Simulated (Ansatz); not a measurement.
C4H9, charge +1, singlet, geometry from GFN2-xTB; R2SCAN/STO-3G run with Ansatz (an electronic-structure program).

Input for Ansatz:
Ansatz 0.2 input:
```yaml
crystal:
  periodic: [false, false, false]
  atoms:
    - {symbol: C, position_ang: [-0.39303445, 1.37528354, 0.22505520]}
    - {symbol: C, position_ang: [-0.00000000, 0.00000000, 0.00000000]}
    - {symbol: C, position_ang: [1.35975962, -0.41783344, 0.27018461]}
    - {symbol: C, position_ang: [-0.96672517, -0.95745010, -0.49523981]}
    - {symbol: H, position_ang: [0.25720952, 2.04590390, -0.34783633]}
    - {symbol: H, position_ang: [-0.18246562, 1.65665671, 1.26295861]}
    - {symbol: H, position_ang: [-1.43391399, 1.58209568, -0.00908249]}
    - {symbol: H, position_ang: [1.79740100, -0.86304328, -0.63037733]}
    - {symbol: H, position_ang: [1.35772586, -1.25229047, 0.98041762]}
    - {symbol: H, position_ang: [2.00243572, 0.37766646, 0.63783836]}
    - {symbol: H, position_ang: [-1.39509781, -0.59898984, -1.43797876]}
    - {symbol: H, position_ang: [-0.56852173, -1.95976214, -0.62875587]}
    - {symbol: H, position_ang: [-1.83477295, -0.98823703, 0.17281619]}
basis:
  gaussian:
    orbitals: STO-3G
hamiltonian:
  xc: r2scan
total_charge: 1
```

Q: Write the output that Ansatz gives for this input, abridged.

A: 
```
Functional definition: r2SCAN
403 factors; integrals over basis functions are off by at most 3.7e-5 eV
mean field evaluation 1: about -4233.8310 eV, gradient 1.4e1 eV
mean field evaluation 2: about -4233.8253 eV, gradient 1.4e1 eV
mean field evaluation 4: about -4234.3745 eV, gradient 2.6e-1 eV
mean field evaluation 8: about -4234.2427 eV, gradient 2.5e-3 eV
mean field -4234.24269638 eV, -155.6055490193 hartree, gradient 1.5e-5 eV, S^2 0.000000; 0 other end points of the search recorded, 0 dependent functions left out
reference -4234.24270283 eV, -155.6055492563 hartree; 16, 16 occupied and 13, 13 virtual orbitals, 403 factors
Total energy: -4234.24270283 eV, -155.6055492563 hartree
```
